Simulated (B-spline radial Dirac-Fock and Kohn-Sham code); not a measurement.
# Anomalous scattering factors of Fe, 1 keV to 6.9303 keV

Level of theory: the dispersion relation over Dirac-Hartree-Slater subshell photoionisation cross sections, with the Kissel-Pratt high-energy constant (isolated atom, no bound-bound lines or fine structure); an atomic code on a B-spline grid. The forward scattering factor is f₀ + f′ + i f″.

Edges near this range: K 7112.0 eV, L1 844.6 eV, L2 719.9 eV, L3 706.8 eV.

```
hν (eV)  λ (Å)  f′ (e)  f″ (e)  tabulated f′  tabulated f″
   1000  12.40  -4.091  11.701         -3.64         11.70
   1167  10.62  -2.057   9.509         -1.71          9.41
 1253.6  9.890  -1.462   8.598         -1.15          8.46
 1486.9  8.338  -0.590   6.697         -0.36          6.48
   1671  7.420  -0.291   5.611         -0.09          5.38
   1723  7.196  -0.241   5.352         -0.05          5.13
   2000  6.199  -0.114   4.239          0.02          4.04
   2083  5.952  -0.106   3.974          0.02          3.79
   2416  5.132  -0.144   3.129         -0.04          3.00
   2577  4.811  -0.186   2.815         -0.09          2.71
 2984.4  4.154  -0.321   2.205         -0.24          2.15
   4000  3.100  -0.698   1.340         -0.66          1.26
 4510.9  2.749  -0.895   1.088         -0.87          1.01
   4925  2.517  -1.065   0.933         -1.04          0.86
 5414.7  2.290  -1.297   0.789         -1.28          0.73
   6000  2.066  -1.666   0.657         -1.67          0.61
 6403.9  1.936       ?       ?             ?             ?
 6930.3  1.789  -3.342   0.507         -3.59          0.48
```

Question: What are f′ and f″ at 6403.9 eV?

Answer: f′ = -2.062 and f″ = 0.585 electrons (tables: -2.09 and 0.54). By the optical theorem f″ corresponds to a photoabsorption cross section 2 rₑ λ f″ = 6380 b.

Tabulated f′: xraylib 4.2 anomalous scattering factors (Cullen et al., EPDL97); f″: Chantler's tables (J. Phys. Chem. Ref. Data 1995 and 2000). Both are theoretical tables.

Values without a named source are computed, but for edge energies of neutral atoms, which are taken from tables.
